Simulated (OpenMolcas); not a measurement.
Levels of Ne²⁺ by method

```yaml
Program: OpenMolcas
Basis: ANO-R2 [4s4p2d1f]
Scalar_Hamiltonian: X2C, finite nucleus
Active_space: 6 electrons in 9 orbitals (RAS2 2s 2p; RAS3 3d, at most 2 electrons)
State_averaging: 2S+1 = 3 even, 3 roots; 2S+1 = 1 even, 6 roots; 2S+1 = 3 odd, 3 roots; 2S+1 = 1 odd, 3 roots
Spin-orbit_coupling: RASSI with atomic mean-field integrals over the reference wave functions, term energies averaged over their components
```

Methods on the same reference wave functions:
A. RASSCF
B. SS-RASPT2, IPEA 0.25 Eh, imaginary shift 0.1 Eh (closed shells correlated: 1s)

Energies in cm⁻¹ above 2s² 2p⁴ ³P₂, the measured ground level; measured values from Moore, Atomic Energy Levels, vol. I, NSRDS-NBS 35 (1971 reprint of NBS Circular 467, 1949).

| Level | A | B | Measured |
| --- | --- | --- | --- |
| 2s² 2p⁴ ³P₂ | 0.0 | 0.0 | 0.0 |
| 2s² 2p⁴ ³P₁ | 596 | 596 | 650 |
| 2s² 2p⁴ ³P₀ | 879 | 879 | 927 |
| 2s² 2p⁴ ¹D₂ | 27193 | 26198 | 25841 |
| 2s² 2p⁴ ¹S₀ | 57813 | 56157 | 55747 |
| 2s 2p⁵ ³P°₂ | 207385 | 204637 |  |
| 2s 2p⁵ ³P°₁ | 207960 | 205211 | 204879 |
| 2s 2p⁵ ³P°₀ | 208250 | 205501 | 205204 |
| 2s 2p⁵ ¹P°₁ | 298137 | 291864 |  |

Deviations, from unrounded energies. A percentage is the sum of absolute deviations over the sum of measured energies, with the sign that they share, or ± where signs differ.

```json
{"Against measurement": "mean absolute deviation (cm-1)", "Levels": "6", "A": "1600", "B": "250"}
{"Against measurement": "fine structure of the ground term (%)", "Levels": "2", "A": "-6.5", "B": "-6.5"}
{"Against measurement": "other terms of the ground configuration (%)", "Levels": "2", "A": "+4.2", "B": "+0.9"}
{"Against measurement": "other configurations (%)", "Levels": "2", "A": "+1.5", "B": "+0.2"}
```

B lies closest to measurement on these levels. The largest miss of B in the table is 2s² 2p⁴ ¹S₀, by +410 cm-1. The ranking rests on the paired levels alone, and a cruder setting can come out closer through cancelling errors.

From A to B the spin-free energies of the other terms of 2s² 2p⁴ shown, above ³P, scale by factors of 0.96 to 0.97.

The lowest spin-free term lies below A's lowest term by 0.099 hartree in B.

Active for correlation alone: 3d; no level in the range computed is led by a configuration that fills it, so any true level of that kind is missing. Computed and measured levels are paired by configuration, term and J; levels that our copy of the source lacks, or whose pairing is in doubt (as where it misses far off the trend of its configuration), stay unpaired and out of the deviations. Levels of configurations outside the active space are missing.

° marks odd parity.
